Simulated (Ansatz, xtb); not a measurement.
**Ranking isomers of CH7GeN**

4 gas-phase structures of CH7GeN, found in a search over its isomers (lower ones may exist). Each was relaxed with GFN2-xTB:

A. `[CH3][GeH2][NH2]`, a singlet
B. `C[NH][GeH3]`, a singlet
C. a singlet given by its coordinates
D. `N[CH2][GeH3]`, a singlet

C (Å):

```json
{"atom": "C", "x (Å)": "-0.4289", "y (Å)": "-0.3477", "z (Å)": "-0.3452"}
{"atom": "Ge", "x (Å)": "-0.6513", "y (Å)": "1.6084", "z (Å)": "-0.8726"}
{"atom": "N", "x (Å)": "-2.1850", "y (Å)": "1.8197", "z (Å)": "0.8425"}
{"atom": "H", "x (Å)": "-1.2363", "y (Å)": "-0.9616", "z (Å)": "-0.7466"}
{"atom": "H", "x (Å)": "-0.3747", "y (Å)": "-0.5208", "z (Å)": "0.7282"}
{"atom": "H", "x (Å)": "0.4973", "y (Å)": "-0.7208", "z (Å)": "-0.7810"}
{"atom": "H", "x (Å)": "0.4024", "y (Å)": "2.1119", "z (Å)": "0.2807"}
{"atom": "H", "x (Å)": "-3.0723", "y (Å)": "1.3673", "z (Å)": "0.6618"}
{"atom": "H", "x (Å)": "-2.3409", "y (Å)": "2.7903", "z (Å)": "1.0806"}
{"atom": "H", "x (Å)": "-1.7278", "y (Å)": "1.3598", "z (Å)": "1.6179"}
```

Close contacts (Å): C1–Ge2 2.04, Ge2–N3 2.31, C1–H4 1.09, C1–H5 1.09, C1–H6 1.09, Ge2–H7 1.64, N3–H8 1.01, N3–H9 1.01, N3–H10 1.01.

Which do you expect lowest at r2SCAN-D4/def2-SVP, and how would the others follow?

Calculated order at r2SCAN-D4/def2-SVP: A (0.000), B (0.651), C (0.654), D (0.892) eV. Less than 1 kcal/mol parts B and C, so the order within that pair means little.

Energies above the lowest of each column, in eV; the last columns are at PBE0-D3(BJ)/pcseg-1 geometries and were run for some of them only (a dash: not run or not comparable):

```json
{"structure": "A", "GFN2-xTB": "0.000", "HF/STO-3G": "0.000", "r2SCAN-D4/def2-SVP": "0.000", "PBE0-D3(BJ)/pcseg-1": "0.000", "CCSD(T)/def2-TZVP": "0.000"}
{"structure": "B", "GFN2-xTB": "0.043", "HF/STO-3G": "0.409", "r2SCAN-D4/def2-SVP": "0.651", "PBE0-D3(BJ)/pcseg-1": "0.632", "CCSD(T)/def2-TZVP": "0.768"}
{"structure": "C", "GFN2-xTB": "0.350", "HF/STO-3G": "2.407", "r2SCAN-D4/def2-SVP": "0.654", "PBE0-D3(BJ)/pcseg-1": "0.544", "CCSD(T)/def2-TZVP": "0.826"}
{"structure": "D", "GFN2-xTB": "0.660", "HF/STO-3G": "0.818", "r2SCAN-D4/def2-SVP": "0.892", "PBE0-D3(BJ)/pcseg-1": "–", "CCSD(T)/def2-TZVP": "–"}
```

Every level run on A puts it lowest or level with the lowest. Flexible structures stand in one conformer each, not always the lowest. Frequencies (PBE0-D3(BJ)/pcseg-1) were run for A, B, C alone.

Over these structures GFN2-xTB departs from r2SCAN-D4/def2-SVP by 0.170 eV on average once a common shift is removed. A GFN2-xTB relaxation took about 0.06 s and the r2SCAN-D4/def2-SVP energy about 1.9 s on a shared host (Ansatz 0.2.0, xtb 6.7.1).
